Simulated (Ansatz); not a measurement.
Reaction (redistribution): `[SH][Al]([SH])[Cl]` + `N[Si]N` → `[NH2][Al]([SH])[SH]` + `N[Si]Cl`

Isolated molecules relaxed with PBE0-D4/def2-TZVP in Ansatz; ΔE leaves out vibrations. CBS: MP2 limit from def2 TZ/QZ plus the TZ coupled-cluster correction, frozen cores. This one scheme is used for every species. Functionals use def2-TZVPP. Each species was taken in one conformer, which may not be the lowest.

| species | CAM-B3LYP-D4 energy (Eh) |
| --- | --- |
| `[SH][Al]([SH])[Cl]` | -1500.47735 |
| `N[Si]N` | -401.46316 |
| `[NH2][Al]([SH])[SH]` | -1096.17596 |
| `N[Si]Cl` | -805.75353 |

(1) Work out ΔE.

Largest T1 diagnostic among the species: 0.013.

## Answers

(1) ΔE = (-1096.17596) + (-805.75353) − (-1500.47735) − (-401.46316) = 0.01102 Eh = +0.30 eV. CCSD(T)/CBS gives +0.31 eV.

From BLYP to BHLYP (50 % exact exchange), in def2-TZVPP and without D4, ΔE moves by +0.07 eV. Leaving LDA and LC-ωPBE aside and taking each functional with its dispersion term where it has one, the values, not all of them listed here, spread over 0.08 eV, from BLYP-D4 to PBE-QIDH.
